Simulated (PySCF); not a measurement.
Electronic absorption of C7H12

Species: C7H12.
Cartesian coordinates in Å at the PBE0-D3(BJ)/def2-SVP level; atoms count from 1:
```xyz
19
C7H12 angstrom
C      2.594    1.081    0.996
C      1.913    0.511    0.171
C      1.077   -0.172   -0.808
C     -0.236   -0.732   -0.228
C      0.039   -1.854    0.765
C     -1.114    0.353    0.397
C     -1.500    1.488   -0.538
H      3.205    1.586    1.720
H      1.655   -0.999   -1.257
H      0.857    0.525   -1.633
H     -0.786   -1.157   -1.088
H     -0.900   -2.277    1.152
H      0.612   -2.672    0.302
H      0.621   -1.480    1.622
H     -0.592    0.763    1.280
H     -2.027   -0.132    0.782
H     -1.982    1.109   -1.455
H     -2.207    2.177   -0.053
H     -0.626    2.085   -0.841
```

Theory: PySCF 2.14.0, density-fitted response routines, TDDFT PBE0/def2-SVPD, vertical, gas phase, core orbitals frozen in the response.

```csv
state,E (eV),λ (nm),ν̃ (cm⁻¹),f,|μ| (D),"main configurations (H = HOMO, L = LUMO)"
S1,6.53,190.0,52630,0.0000,0.03,"H→L (33%), H→L+1 (17%), H→L+2 (14%)"
S2,6.79,182.5,54780,0.0037,0.38,"H-1→L (29%), H→L+2 (17%), H→L+1 (17%)"
S3,6.83,181.6,55060,0.0008,0.18,"H-1→L+1 (30%), H-1→L+2 (29%), H-1→L+3 (16%)"
S4,7.34,168.8,59230,0.015,0.74,"H→L (45%), H→L+2 (24%), H→L+1 (22%)"
S5,7.37,168.3,59420,0.025,0.95,"H-1→L (55%), H-1→L+2 (19%), H-1→L+1 (15%)"
S6,7.97,155.5,64300,0.067,1.49,"H-1→L+5 (30%), H-1→L+2 (15%), H→L+2 (10%)"
S7,8.03,154.3,64800,0.024,0.90,"H→L+5 (46%), H→L+3 (16%), H→L+4 (13%)"
S8,8.14,152.3,65660,0.020,0.81,"H→L+3 (29%), H-1→L+3 (16%), H→L+1 (13%)"
S9,8.17,151.7,65930,0.0048,0.39,"H-1→L+3 (46%), H-1→L+4 (12%), H-1→L+1 (12%)"
S10,8.25,150.2,66570,0.0066,0.46,"H→L+4 (50%), H-1→L+4 (19%), H→L+5 (17%)"
```

Triplets, Tamm–Dancoff:

```tsv
state	E (eV)	λ (nm)	main configurations (H = HOMO, L = LUMO)
T1	5.27	235.5	H→L+1 (16%), H→L+2 (15%), H-1→L (14%)
T2	5.79	214.0	H→L (18%), H-1→L+1 (14%), H-1→L+2 (14%)
T3	5.80	213.6	H→L+1 (18%), H→L+2 (17%), H-1→L (14%)
T4	6.57	188.7	H-1→L+1 (22%), H-1→L+2 (21%), H→L (19%)
```

The lowest singlet comes at 190 nm (630 kJ/mol) in the vacuum ultraviolet; it is dark (f under 0.0005); its leading configuration is HOMO→LUMO (33%). The strongest level in the table is S6 at 7.97 eV (156 nm, f = 0.067). Löwdin shares by element: HOMO (one of a set within 0.03 eV) carbon 87% or more; LUMO carbon 29% or more, hydrogen 9% or more (atoms not listed hold the other 62%). Orbital energies (eV): HOMO-3 -9.24, HOMO-2 -9.06, HOMO-1 -7.67, HOMO -7.64, LUMO 0.60, LUMO+1 1.05, LUMO+2 1.09. The listed states span 1.73 eV, and the widest gap between neighbours is 0.61 eV (S5 to S6). The oscillator strengths of these states sum to 0.168; summed over the whole spectrum of an exact calculation they would give the number of electrons, 54 (Thomas–Reiche–Kuhn). No computed singlet lies in the visible range (380 to 750 nm); the lowest, at 190 nm, stands 3.26 eV above its violet end (3.26 eV). All these states lie below the vertical ionisation energy of 9.76 eV (ΔSCF). The window holds the lowest 10 singlets.

One conformer stands for the species.
